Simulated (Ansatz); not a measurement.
```yaml
crystal:
  periodic: [false, false, false]
  atoms:
    - {symbol: Hg, position_ang: [-0.853499, -1.897328, -0.713076]}
    - {symbol: Hg, position_ang: [0.127607, -0.067358, 1.899216]}
    - {symbol: O, position_ang: [0.224768, 1.527366, -0.242258]}
    - {symbol: O, position_ang: [0.501124, 0.437331, -0.943882]}
basis:
  gaussian: {orbitals: def2-SVP}
total_charge: -1
magnetization: {spin_polarized: true, initial_magnetization: 1}
hamiltonian: {xc: {name: CAM-B3LYP}, dispersion: d3bj}
accuracy: high
scf: {lower_state_search: off}
output: {forces: true}
```

```sh
$ ansatz run in.yaml --threads 4 --pin off --events-out ev --progress --plain --max-ram 3916MiB
```

Output, abridged:

```
Functional definition: CAM-B3LYP
1961 factors; integrals over basis functions are off by at most 3.2e-9 eV
424 factors; integrals over basis functions are off by at most 1.5e-9 eV
mean field evaluation 1: about -12435.3641 eV, gradient 3.0e1 eV
mean field evaluation 2: about -12434.6340 eV, gradient 3.5e1 eV
mean field evaluation 4: about -12439.0826 eV, gradient 3.6e0 eV
mean field evaluation 8: about -12439.2860 eV, gradient 2.5e-1 eV
mean field evaluation 16: about -12439.2889 eV, gradient 3.9e-2 eV
mean field evaluation 32: about -12439.2904 eV, gradient 1.4e-4 eV
mean field -12439.29036166 eV, -457.1354891373 hartree, gradient 9.6e-8 eV, S^2 0.757288; 0 other end points of the search recorded, 0 dependent functions left out
reference -12439.29037731 eV, -457.1354897121 hartree; 29, 28 occupied and 63, 64 virtual orbitals, 1961 factors
Total energy: -12439.39458179 eV, -457.1393191563 hartree
Atom 0 at    -0.853499    -1.897328    -0.713076 Å, force    -0.035279    -0.028048    -0.145841 eV/Å
Atom 1 at     0.127607    -0.067358     1.899216 Å, force     0.069900     0.135568     0.071116 eV/Å
Atom 2 at     0.224768     1.527366    -0.242258 Å, force     0.129941    -0.728664    -0.400799 eV/Å
Atom 3 at     0.501124     0.437331    -0.943882 Å, force    -0.164562     0.621144     0.475524 eV/Å
Dipole moment:    -0.249255    -0.710122     0.385281 e Å
Checks for a lower state left out: stability, starts, cluster_reference, orbital_swaps, neighbouring_geometries, increment
```

Hardware: 4 threads of Arm Neoverse V1 on a shared host. Wall time 9.5 s.

In the def2 sets Hg takes a core potential; there is no spin–orbit coupling. The highest occupied level of an anion often lies above zero with these methods, and sets without diffuse functions describe the outer electron poorly.

The dipole of an ion depends on the origin.
